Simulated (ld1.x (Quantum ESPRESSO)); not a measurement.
## u(r) = r·R(r): atom against pseudo-atom (Li)

Columns: radius, all-electron u(r) and pseudo u(r) of the 2s shell (level -2.87 eV) of lithium in the configuration [He] 2s1 2p0; PBE, scalar-relativistic, TM semilocal scheme, ld1.x (Quantum ESPRESSO) 7.5.

```json
{"r (bohr)": "0.220", "all-electron": "0.1806", "pseudo": "-0.0357"}
{"r (bohr)": "0.440", "all-electron": "0.1656", "pseudo": "-0.0724"}
{"r (bohr)": "0.660", "all-electron": "0.0813", "pseudo": "-0.1111"}
{"r (bohr)": "0.880", "all-electron": "-0.0219", "pseudo": "-0.1527"}
{"r (bohr)": "1.100", "all-electron": "-0.1232", "pseudo": "-0.1979"}
{"r (bohr)": "1.320", "all-electron": "-0.2142", "pseudo": "-0.2468"}
{"r (bohr)": "1.540", "all-electron": "-0.2916", "pseudo": "-0.2984"}
{"r (bohr)": "1.760", "all-electron": "-0.3551", "pseudo": "-0.3507"}
{"r (bohr)": "1.980", "all-electron": "-0.4073", "pseudo": "-0.4004"}
{"r (bohr)": "2.200", "all-electron": "-0.4490", "pseudo": "-0.4437"}
{"r (bohr)": "2.420", "all-electron": "-0.4801", "pseudo": "-0.4775"}
{"r (bohr)": "2.640", "all-electron": "-0.5015", "pseudo": "-0.5008"}
{"r (bohr)": "2.860", "all-electron": "-0.5142", "pseudo": "-0.5141"}
{"r (bohr)": "3.080", "all-electron": "-0.5192", "pseudo": "-0.5192"}
{"r (bohr)": "3.300", "all-electron": "-0.5176", "pseudo": "-0.5176"}
{"r (bohr)": "3.520", "all-electron": "-0.5104", "pseudo": "-0.5104"}
{"r (bohr)": "3.740", "all-electron": "-0.4987", "pseudo": "-0.4987"}
{"r (bohr)": "3.960", "all-electron": "-0.4833", "pseudo": "-0.4833"}
{"r (bohr)": "4.180", "all-electron": "-0.4651", "pseudo": "-0.4651"}
{"r (bohr)": "4.400", "all-electron": "-0.4449", "pseudo": "-0.4449"}
{"r (bohr)": "4.620", "all-electron": "-0.4233", "pseudo": "-0.4233"}
{"r (bohr)": "4.840", "all-electron": "-0.4009", "pseudo": "-0.4009"}
{"r (bohr)": "5.060", "all-electron": "-0.3782", "pseudo": "-0.3782"}
{"r (bohr)": "5.280", "all-electron": "-0.3556", "pseudo": "-0.3556"}
{"r (bohr)": "5.500", "all-electron": "-0.3334", "pseudo": "-0.3334"}
{"r (bohr)": "5.720", "all-electron": "-0.3117", "pseudo": "-0.3117"}
```

**Question.** How many radial nodes do the two functions have?

**Answer.** The all-electron 2s function has n − l − 1 = 1; the pseudo-wave has 0, since the states of the same l below it are removed with the core.

**Question.** At about which radius was the pseudo-wave matched?

**Answer.** 3.15 bohr. The columns agree to 0.0005 from 2.86 bohr on; several derivatives are matched, so the curves merge somewhat inside the radius.

**Question.** Is the pseudo-wave norm-conserving?

**Answer.** Yes: the TM semilocal scheme keeps the norm inside the radius equal to the all-electron one, which fixes the energy derivative of the logarithmic derivative at the level.
